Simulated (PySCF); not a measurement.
PySCF input file for GeH3, SMILES [GeH3+], charge +1, TDDFT-PBE0/def2-TZVPD. The structure is a stationary point at B3LYP-D3(BJ)/def2-TZVPD.

```python
import numpy as np
from pyscf import gto, scf, dft, tdscf

mol = gto.M(
    atom='''
    Ge   -0.00000000    0.00000000    0.00000000
    H     1.52430209    0.00000000    0.00000000
    H    -0.76215104    1.32008433    0.00000000
    H    -0.76215104   -1.32008433    0.00000000
    ''',
    basis='def2-TZVPD',
    charge=1,
    spin=0,
    symmetry=True,
    max_memory=1600,
    verbose=4,
)
mf = dft.RKS(mol, xc='pbe0').density_fit(auxbasis='def2-universal-jkfit')
mf.grids.level = 3
mf.conv_tol = 1e-9
mf.max_cycle = 100
mf.kernel()
mf.grids = dft.Grids(mol).set(level=1).build(with_non0tab=True)  # coarser grid for the response kernel
td = tdscf.TDDFT(mf)
td.singlet = True
td.nstates = 10
td.conv_tol = 1e-4
td.positive_eig_threshold = 1e-6
td.kernel(x0=td.get_init_guess(mf, 15))
td.analyze()
tt = tdscf.TDA(mf)
tt.singlet = False
tt.nstates = 4
tt.conv_tol = 1e-4
tt.positive_eig_threshold = 1e-6
tt.kernel(x0=tt.get_init_guess(mf, 9))
tt.analyze(verbose=3)
```

Output:

```
PySCF version 2.14.0

[INPUT] verbose = 4
[INPUT] num. atoms = 4
[INPUT] num. electrons = 34
[INPUT] charge = 1
[INPUT] spin (= nelec alpha-beta = 2S) = 0
[INPUT] symmetry True subgroup None
[INPUT] Mole.unit = angstrom
[INPUT] Symbol           X                Y                Z      unit          X                Y                Z       unit  Magmom
[INPUT]  1 Ge     0.000000000000   0.000000000000   0.000000000000 AA    0.000000000000   0.000000000000   0.000000000000 Bohr   0.0
[INPUT]  2 H      1.524302090000   0.000000000000   0.000000000000 AA    2.880513481202   0.000000000000   0.000000000000 Bohr   0.0
[INPUT]  3 H     -0.762151040000   1.320084330000   0.000000000000 AA   -1.440256731152   2.494597845030   0.000000000000 Bohr   0.0
[INPUT]  4 H     -0.762151040000  -1.320084330000   0.000000000000 AA   -1.440256731152  -2.494597845030   0.000000000000 Bohr   0.0

nuclear repulsion = 33.9286907221894
point group symmetry = D3h, use subgroup C2v
symmetry origin: [5.39921745e-10 0.00000000e+00 0.00000000e+00]
symmetry axis x: [0. 1. 0.]
symmetry axis y: [0. 0. 1.]
symmetry axis z: [1. 0. 0.]
num. orbitals of irrep A1 = 36
num. orbitals of irrep A2 = 8
num. orbitals of irrep B1 = 21
num. orbitals of irrep B2 = 16
number of shells = 33
number of NR pGTOs = 139
number of NR cGTOs = 81
basis = def2-TZVPD
ecp = {}


[settings echo left out]
init E= -2077.72505588287
HOMO (A1) = -0.366575909846614  LUMO (B2) = -0.136036992010589  gap/eV = 6.27328
cycle= 1 E= -2078.13304790336  delta_E= -0.408  |g|= 0.702  |ddm|= 1.56
HOMO (A1) = -0.675365318319298  LUMO (B2) = -0.424865827060182  gap/eV = 6.81644
cycle= 2 E= -2078.13494118213  delta_E= -0.00189  |g|= 0.83  |ddm|= 0.866
HOMO (A1) = -0.64613847991674  LUMO (B2) = -0.38244515689511  gap/eV = 7.17546
cycle= 3 E= -2078.18600222719  delta_E= -0.0511  |g|= 0.0273  |ddm|= 0.456
HOMO (A1) = -0.634972529420517  LUMO (B2) = -0.369047325125697  gap/eV = 7.23619
cycle= 4 E= -2078.18623545726  delta_E= -0.000233  |g|= 0.00631  |ddm|= 0.0603
HOMO (A1) = -0.634634637894215  LUMO (B2) = -0.369416685622669  gap/eV = 7.21695
cycle= 5 E= -2078.18624259711  delta_E= -7.14e-06  |g|= 0.000221  |ddm|= 0.00661
HOMO (A1) = -0.634768848750288  LUMO (B2) = -0.369451071377312  gap/eV = 7.21966
cycle= 6 E= -2078.18624261696  delta_E= -1.99e-08  |g|= 2.83e-05  |ddm|= 0.00038
HOMO (A1) = -0.634762077068907  LUMO (B2) = -0.369450727808821  gap/eV = 7.21949
cycle= 7 E= -2078.18624261711  delta_E= -1.49e-10  |g|= 7.58e-07  |ddm|= 3.97e-05
HOMO (A1) = -0.634762197554177  LUMO (B2) = -0.369450860735348  gap/eV = 7.21949
Extra cycle  E= -2078.18624261712  delta_E= -8.64e-12  |g|= 8.12e-07  |ddm|= 3.12e-06
converged SCF energy = -2078.18624261712
tot grids = 14832
Overwritten attributes  positive_eig_threshold  of <class 'pyscf.tdscf.rks.TDDFT'>


******** <class 'pyscf.tdscf.rks.TDDFT'> for <class 'pyscf.df.df_jk.DFSymAdaptedRKS'> ********
nstates = 10 singlet
deg_eia_thresh = 1.000e-03
wfnsym = None
conv_tol = 0.0001
eigh lindep = 1e-12
eigh level_shift = 0
eigh max_cycle = 100


Excitation energies (eV)
[ 5.43738069  5.4373881  10.04090685 10.04092048 10.77757549 11.38837019
 11.91246669 12.01580993 12.01581378 12.68081564]

** Singlet excitation energies and oscillator strengths **
Excited State   1:   B2      5.43738 eV    228.02 nm  f=0.0000
      17 -> 18       -0.70705
Excited State   2:   A2      5.43739 eV    228.02 nm  f=0.0000
      16 -> 18       -0.70705
Excited State   3:   B1     10.04091 eV    123.48 nm  f=0.1415
      16 -> 19        0.65938
      16 -> 21        0.17501
      17 -> 20        0.17500
Excited State   4:   A1     10.04092 eV    123.48 nm  f=0.1416
      16 -> 20        0.17500
      17 -> 19        0.65938
      17 -> 21       -0.17500
Excited State   5:   B1     10.77758 eV    115.04 nm  f=0.0000
      16 -> 21       -0.49941
      17 -> 20        0.49943
Excited State   6:   A1     11.38837 eV    108.87 nm  f=0.0000
      16 -> 20       -0.49564
      17 -> 21       -0.49559
Excited State   7:   B2     11.91247 eV    104.08 nm  f=0.0852
      15 -> 18       -0.64859
      16 -> 23        0.19404
      17 -> 24        0.19405
Excited State   8:   B1     12.01581 eV    103.18 nm  f=0.7769
      16 -> 19        0.15629
      16 -> 21       -0.34332
      16 -> 22       -0.48351
      17 -> 20       -0.34331
Excited State   9:   A1     12.01581 eV    103.18 nm  f=0.7768
      16 -> 20       -0.34329
      17 -> 19        0.15627
      17 -> 21        0.34331
      17 -> 22       -0.48355
Excited State  10:   A1     12.68082 eV     97.77 nm  f=0.4776
      16 -> 20        0.30696
      17 -> 19       -0.17906
      17 -> 21       -0.30701
      17 -> 22       -0.51150

** Transition electric dipole moments (AU) **
state          X           Y           Z        Dip. S.      Osc.
  1        -0.0000     -0.0000     -0.0000      0.0000      0.0000
  2        -0.0000      0.0000     -0.0000      0.0000      0.0000
  3        -0.0000     -0.7585      0.0000      0.5754      0.1415
  4        -0.7586     -0.0000     -0.0000      0.5754      0.1416
  5         0.0000      0.0000     -0.0000      0.0000      0.0000
  6        -0.0001      0.0000      0.0000      0.0000      0.0000
  7        -0.0000      0.0000     -0.5403      0.2920      0.0852
  8         0.0000     -1.6246     -0.0000      2.6392      0.7769
  9        -1.6245      0.0000      0.0000      2.6389      0.7768
 10         1.2398      0.0000      0.0000      1.5372      0.4776

** Transition velocity dipole moments (imaginary part, AU) **
state          X           Y           Z        Dip. S.      Osc.
  1         0.0000     -0.0000     -0.0000      0.0000      0.0000
  2        -0.0000      0.0000     -0.0000      0.0000      0.0000
  3         0.0000     -0.2801     -0.0000      0.0785      0.1418
  4        -0.2801     -0.0000      0.0000      0.0785      0.1418
  5        -0.0000      0.0000      0.0000      0.0000      0.0000
  6        -0.0000      0.0000      0.0000      0.0000      0.0000
  7        -0.0000     -0.0000     -0.2362      0.0558      0.0849
  8         0.0000     -0.7146      0.0000      0.5106      0.7709
  9        -0.7145     -0.0000      0.0000      0.5105      0.7708
 10         0.5820     -0.0000      0.0000      0.3387      0.4845

** Transition magnetic dipole moments (imaginary part, AU) **
state          X           Y           Z
  1        -0.0000     -1.3293      0.0000
  2         1.3293      0.0000      0.0000
  3        -0.0000     -0.0000      0.0000
  4         0.0000     -0.0000     -0.0000
  5         0.0000     -0.0000     -1.8142
  6        -0.0000     -0.0000      0.0000
  7         0.0000     -0.0000      0.0000
  8         0.0000      0.0000      0.0000
  9        -0.0000      0.0000      0.0000
 10        -0.0000     -0.0000      0.0000
Overwritten attributes  positive_eig_threshold  of <class 'pyscf.tdscf.rks.TDA'>


******** <class 'pyscf.tdscf.rks.TDA'> for <class 'pyscf.df.df_jk.DFSymAdaptedRKS'> ********
nstates = 4 triplet
deg_eia_thresh = 1.000e-03
wfnsym = None
conv_tol = 0.0001
eigh lindep = 1e-12
eigh level_shift = 0
eigh max_cycle = 100


Excitation energies (eV)
[4.77192299 4.77194063 8.03866902 8.03866961]

** Triplet excitation energies and oscillator strengths **
Excited State   1:   B2      4.77192 eV    259.82 nm  f=0.0000
Excited State   2:   A2      4.77194 eV    259.82 nm  f=0.0000
Excited State   3:   B1      8.03867 eV    154.23 nm  f=0.0000
Excited State   4:   A1      8.03867 eV    154.23 nm  f=0.0000
```

Self-consistency was reached.

Cost: roughly 13 core-seconds.
